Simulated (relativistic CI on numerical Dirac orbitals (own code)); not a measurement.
# Energy levels of Tl XXII

Method of calculation: Dirac-Coulomb-Breit CI, separate exchange-only KLI orbitals for each configuration, QED by a radiative potential, unscaled Slater integrals (own radial code, finite nucleus).

Configuration list (outside the closed core [Kr]): 4d¹⁰4f¹³5s, 4d¹⁰4f¹⁴, 4d¹⁰4f¹²5s², 4d¹⁰4f¹³5p, 4d¹⁰4f¹³5d, 4d¹⁰4f¹¹5s5p², 4d¹⁰4f¹²5s5p, 4d¹⁰4f¹¹5s²5p, 4d¹⁰4f¹²5p², 4d¹⁰4f¹³5f, 4d⁹4f¹⁴5s, 4d¹⁰4f¹³5g, 4d¹⁰4f¹²5s5d, 4d¹⁰4f¹¹5s²6s, 4d¹⁰4f¹¹5s²5f, 4d¹⁰4f¹³6s. Levels of other configurations are missing.

```tsv
No.	Configuration	Term	J	E (cm⁻¹)	%	Next component (%)	Lifetime (s)
1	4d¹⁰4f¹⁴	¹S	0	0	100		
2	4d¹⁰4f¹³5s	³F°	4	269941	100		
3	4d¹⁰4f¹³5s	³F°	3	275527	58	42 ¹F°	3.83e-01
4	4d¹⁰4f¹³5s	³F°	2	307477	100		1.48e-03
5	4d¹⁰4f¹³5s	¹F°	3	312889	58	42 ³F°	1.11e-03
6	4d¹⁰4f¹²5s²	³H	6	585412	97	2 ¹I	
7	4d¹⁰4f¹²5s²	³F	4	596937	60	34 ¹G	8.95e-05
8	4d¹⁰4f¹²5s²	³H	5	620360	99	1 4d¹⁰4f¹²5p² ³H	8.14e-04
9	4d¹⁰4f¹²5s²	³F	2	626184	47	42 ¹D	3.62e-05
10	4d¹⁰4f¹²5s²	³H	4	631337	39	33 ³F	1.45e-05
11	4d¹⁰4f¹²5s²	³F	3	634841	99	1 4d¹⁰4f¹²5p² ³F	1.14e-06
12	4d¹⁰4f¹³5p	³D	3	647203	61	25 ³F	4.62e-11
13	4d¹⁰4f¹³5p	³G	4	652544	44	34 ¹G	4.39e-11
14	4d¹⁰4f¹²5s²	³H	4	664324	55	38 ¹G	1.07e-06
15	4d¹⁰4f¹²5s²	³P	2	664759	52	38 ³F	4.74e-05
16	4d¹⁰4f¹²5s²	³P	0	675798	84	15 ¹S	
17	4d¹⁰4f¹²5s²	¹I	6	676687	97	2 ³H	1.70e-03
18	4d¹⁰4f¹²5s²	³P	1	686454	99	1 4d¹⁰4f¹²5p² ³P	1.29e-03
19	4d¹⁰4f¹³5p	³G	3	686706	77	16 ¹F	4.40e-11
20	4d¹⁰4f¹³5p	³F	2	694190	40	33 ¹D	4.36e-11
21	4d¹⁰4f¹²5s²	¹D	2	700685	47	38 ³P	8.38e-06
22	4d¹⁰4f¹²5s²	¹S	0	781716	84	15 ³P	1.40e-04
23	4d¹⁰4f¹³5p	³G	5	888296	100		9.77e-12
24	4d¹⁰4f¹³5p	³D	2	889755	52	48 ¹D	1.05e-11
25	4d¹⁰4f¹³5p	¹F	3	899201	44	35 ³D	9.88e-12
26	4d¹⁰4f¹³5p	³F	4	908117	71	27 ¹G	9.36e-12
27	4f¹²(3H)5s<4H>5p	⁵G°	6	913714	48	20 ⁵H°	3.34e-09
28	4d¹⁰4f¹³5p	³D	1	915001	100		1.07e-11
29	4f¹²(3F)5s<4F>5p	⁵D°	4	926859	22	20 ³G°	7.38e-09
30	4d¹⁰4f¹³5p	³G	4	930324	53	40 ¹G	9.80e-12
31	4d¹⁰4f¹³5p	³F	2	938250	60	20 ³D	9.64e-12
32	4f¹²(3H)5s<4H>5p	³I°	7	944002	39	31 ⁵H°	1.66e-10
33	4f¹²(3H)5s<2H>5p	³I°	6	944198	29	23 ⁵G°	2.20e-10
34	4d¹⁰4f¹³5p	³F	3	944275	49	28 ¹F	9.37e-12
35	4f¹²(3H)5s<4H>5p	⁵G°	5	944519	33	26 ⁵H°	2.89e-10
36	4f¹²(3F)5s<4F>5p	³G°	5	953635	28	18 ⁵I°	2.66e-10
37	4f¹²(1G)5s<2G>5p	³H°	4	956228	32	22 ⁵D°	2.41e-10
38	4f¹²(3F)5s<4F>5p	⁵F°	3	956276	21	20 ³G°	2.16e-10
39	4f¹²(1D)5s<2D>5p	³F°	2	956599	26	26 ⁵G°	1.28e-08
40	4f¹²(3H)5s<2H>5p	³G°	5	960072	41	17 ¹H°	1.78e-10
41	4d¹⁰4f¹²5s5p	³G°	4	962429	26	22 ⁵G°	4.67e-10
42	4f¹²(3F)5s<4F>5p	⁵G°	3	965650	33	14 ³G°	6.93e-10
43	4f¹²(3H)5s<2H>5p	³G°	5	980061	26	20 ⁵G°	1.96e-10
44	4f¹²(1D)5s<2D>5p	³D°	1	981231	46	30 ⁵F°	2.01e-10
45	4f¹²(3H)5s<4H>5p	⁵I°	6	982763	30	21 ³I°	1.59e-10
46	4f¹²(3F)5s<4F>5p	⁵G°	2	986327	26	18 ³P°	1.74e-10
47	4f¹²(3H)5s<4H>5p	⁵H°	4	987605	20	20 ³G°	1.95e-10
48	4f¹²(1D)5s<2D>5p	³F°	3	988479	24	23 ³D°	1.60e-10
49	4f¹²(3F)5s<4F>5p	⁵F°	2	989327	30	23 ⁵D°	3.96e-10
50	4f¹²(3H)5s<4H>5p	⁵I°	4	989415	35	15 ³G°	2.41e-10
51	4f¹²(1G)5s<2G>5p	³H°	5	994258	25	23 ³G°	1.67e-10
52	4d¹⁰4f¹²5s5p	³G°	3	997559	29	15 ¹F°	1.82e-10
53	4f¹²(3F)5s<4F>5p	⁵G°	4	997666	31	20 ³F°	1.79e-10
54	4f¹²(3F)5s<2F>5p	³G°	3	999429	32	22 ³D°	1.49e-10
55	4f¹²(1G)5s<2G>5p	³H°	4	1002082	35	25 ³G°	2.90e-10
56	4f¹²(3P)5s<4P>5p	⁵D°	0	1005802	59	37 ³P°	1.08e-08
57	4f¹²(3F)5s<2F>5p	³F°	2	1007143	36	27 ¹D°	2.47e-10
58	4f¹²(1I)5s<2I>5p	³K°	6	1009935	45	27 ³H°	9.98e-09
59	4f¹²(3P)5s<4P>5p	⁵D°	1	1011979	49	33 ⁵P°	8.71e-10
60	4f¹²(1D)5s<2D>5p	³F°	2	1024783	28	20 ⁵G°	2.41e-10
61	4f¹²(3P)5s<4P>5p	³D°	3	1026474	20	20 ³G°	1.66e-10
62	4f¹²(3H)5s<2H>5p	³I°	5	1027100	34	25 ³H°	1.58e-10
63	4f¹²(3P)5s<2P>5p	³P°	1	1029668	34	19 ⁵D°	2.31e-10
64	4d¹⁰4f¹²5s5p	³H°	4	1030530	21	20 ¹G°	1.92e-10
65	4f¹²(1G)5s<2G>5p	³G°	3	1033457	36	24 ⁵H°	1.57e-10
66	4f¹²(1I)5s<2I>5p	³H°	6	1033578	47	35 ³K°	2.31e-10
67	4f¹²(3P)5s<4P>5p	⁵P°	1	1035199	22	20 ³P°	1.63e-10
68	4f¹²(3P)5s<2P>5p	³D°	2	1038962	40	16 ³P°	3.53e-10
69	4f¹²(1I)5s<2I>5p	³K°	7	1039383	52	28 ³I°	1.51e-10
70	4f¹²(1I)5s<2I>5p	³H°	5	1044933	39	38 ³I°	1.34e-10
```

Energies count from the lowest computed level; ° marks odd parity; lifetimes are radiative, by E1, M1, E2, M2 decay to levels of this space only; some are left blank where a channel outside the calculation adds to the decay or the decay crosses a small, uncertain gap. Percentages are summed over parent terms; the parents shown are those of the largest component, closed shells are left out there, and <> holds an intermediate term.

The mean weight of the leading LS term, summed over parents, in these 70 levels is 49 %, and that of the leading jj configuration (from the same eigenvectors) 85 %, so jj coupling describes them better and the LS labels are nominal.

At this charge transitions that keep the count of f electrons are usually good to a few per cent. Terms inside the open d or f shell come out 10 to 20 % too wide with unscaled integrals. Levels that differ in their count of f electrons can be misplaced by several ten thousand cm⁻¹, since the correlation energy of f electrons is missing or only estimated; rates across such gaps can be off by orders of magnitude. The computed lowest level isn't the tabulated ground level, which NIST ASD gives as 4f13 5s °; for such ions that label comes from theory and may be the wrong one.

LS names give the leading component of a level, which can be under half, so a name can repeat, a term be missing and a line seem to break the LS rules.
